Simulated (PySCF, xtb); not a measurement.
Te(H)(OSiH3) (H4OSiTe), SMILES O([SiH3])[TeH].

The structure is a stationary point at PBE0-D3(BJ)/def2-SVP. The def2 effective core potentials stand for the cores of Te; spin–orbit coupling is left out.

Computed with C-PCM-M06-2X/def2-SVP (PySCF).

The values are the electrostatic part of the solvation free energy, E(continuum) − E(gas) at the gas-phase geometry, in a cavity of scaled van der Waals radii (PySCF's table); cavitation and dispersion terms are not included. In vacuum the orbital gap is 6.63 eV. The dipole moment in vacuum is 1.71 D.

Computed values in water (ε = 78.36), dichloromethane (ε = 8.93), chlorobenzene (ε = 5.70):
```csv
solvent,ε,ΔG(elec) (kcal/mol),dipole (D),gap (eV)
water,78.36,-3.4,2.30,6.76
dichloromethane,8.93,-3.0,2.22,6.75
chlorobenzene,5.70,-2.7,2.18,6.74
```

For comparison, GFN2-xTB/ALPB(water) (xtb, at the GFN2-xTB geometry, all terms of that model) gives -1.6 kcal/mol.
